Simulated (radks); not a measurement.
Question: These are the eigenvalues of the occupied orbitals of an atom or ion with whole-number occupations (hartree). Calculated with a radial shooting solver on a logarithmic mesh with Libxc functionals: scalar-relativistic Kohn-Sham, PBE, spin-polarised, spherical densities, point nucleus.

1s up: -1266.205
1s down: -1266.200
2s up: -199.6295
2s down: -199.5976
2p up: -179.4307
2p down: -179.4037
3s up: -43.16939
3s down: -43.15117
3p up: -36.64884
3p down: -36.62796
3d up: -26.99545
3d down: -26.96557
4s up: -10.06278
4s down: -9.96392
4p up: -7.96529
4p down: -7.86648
4d up: -4.88451
4d down: -4.78548
5s up: -2.80836
5s down: -2.70256
5p up: -2.21862
6s up: -1.14280
6s down: -1.12710

Which element is it, and in what charge state? The configuration may be excited. Open shells, if any, are filled with parallel spins first.

Answer: Z = 54, xenon, charge +4: Xe4+ in [Kr] 4d8 5s2 5p2 6s2. The list shows which subshells hold electrons but not how many an open one holds; the 1s level, -1266.2 hartree, gives Z - s = 50.3 by -(Z - s)^2/2, which with screening and relativity narrows Z to a few neighbours, and the depths of the outer levels then fix element, charge and occupations together.
